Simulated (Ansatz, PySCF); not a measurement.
This PySCF input computes a B3LYP/def2-TZVPD energy:

```python
from pyscf import gto, scf, dft

mol = gto.M(
    atom='''
    B     0.14768705   -0.00693148   -0.08286691
    C    -0.62420077    1.39017661    0.05759189
    C    -0.47184012   -1.33873549    0.55739450
    O     1.27757159   -0.05996101   -0.71684290
    H    -1.61362893    1.28685543   -0.39379007
    H    -0.09620970    2.21563512   -0.41426669
    H    -0.76176772    1.60642023    1.11947715
    H    -0.59295205   -1.18329269    1.63189831
    H     0.14517859   -2.21793341    0.38679035
    H    -1.46338282   -1.50198595    0.12905044
    ''',
    basis='def2-tzvpd',
    charge=0,
    spin=1,
    verbose=4,
)

mf = dft.UKS(mol, xc='b3lyp').density_fit(auxbasis='def2-universal-jkfit')
mf.grids.level = 3
mf.conv_tol = 1e-9
mf.max_cycle = 100
mf.max_memory = 1500
mf.kernel()
if not mf.converged:
    mf = mf.newton()
    mf.kernel(mf.make_rdm1())
for _ in range(2):
    mo, _, stable, _ = mf.stability(return_status=True)
    if stable:
        break
    mf.kernel(mf.make_rdm1(mo, mf.mo_occ))
mf.analyze()
```

Question: Write an input for the same energy in Ansatz (a quantum-chemistry and plane-wave program) and say what it gives.

Answer: 
Ansatz 0.2 input:
```yaml
crystal:
  periodic: [false, false, false]
  atoms:
    - {symbol: B, position_ang: [0.14768705, -0.00693148, -0.08286691]}
    - {symbol: C, position_ang: [-0.62420077, 1.39017661, 0.05759189]}
    - {symbol: C, position_ang: [-0.47184012, -1.33873549, 0.55739450]}
    - {symbol: O, position_ang: [1.27757159, -0.05996101, -0.71684290]}
    - {symbol: H, position_ang: [-1.61362893, 1.28685543, -0.39379007]}
    - {symbol: H, position_ang: [-0.09620970, 2.21563512, -0.41426669]}
    - {symbol: H, position_ang: [-0.76176772, 1.60642023, 1.11947715]}
    - {symbol: H, position_ang: [-0.59295205, -1.18329269, 1.63189831]}
    - {symbol: H, position_ang: [0.14517859, -2.21793341, 0.38679035]}
    - {symbol: H, position_ang: [-1.46338282, -1.50198595, 0.12905044]}
basis:
  gaussian:
    orbitals: def2-TZVPD
hamiltonian:
  xc: {name: B3LYP}
magnetization: {spin_polarized: true, initial_magnetization: 1}
output: {forces: true}
```
It gives -179.98771 Eh, and PySCF -179.98780 Eh, a difference of 0.09 mEh, from the treatment of integrals and grids.

It need not be the lowest isomer of its formula.
